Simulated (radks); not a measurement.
Task: Ga I, 31 electrons, occupied as [Ar] 3d10 4s2 4p1. Calculated with a radial shooting solver on a logarithmic mesh with Libxc functionals: scalar-relativistic Kohn-Sham, LDA (Slater exchange, Perdew-Wang correlation), spin-unpolarised, spherical densities, finite nucleus; Fermi nuclear charge, rms radius 3.9973 fm; hard spherical wall at 2.5 bohr. Some entries of the table are withheld. Estimate them.

orbital,occ.,eigenvalue (Ry),<1/r> (bohr^-1)
1s,2,-748.6022,(1)
2s,2,-90.86684,6.831
2p,6,-78.95849,6.708
3s,2,-9.24430,2.170
3p,6,-5.67454,2.012
3d,10,(2),1.645
4s,2,1.63686,0.8938
4p,1,2.75403,0.8953
4d,0,4.82557,(3)
5s,0,9.86290,1.081
5p,0,11.06844,1.101

Result: 
(1) 1s <1/r> (bohr^-1): 31.25
(2) 3d eigenvalue (Ry): 0.12530
(3) 4d <1/r> (bohr^-1): 0.9960
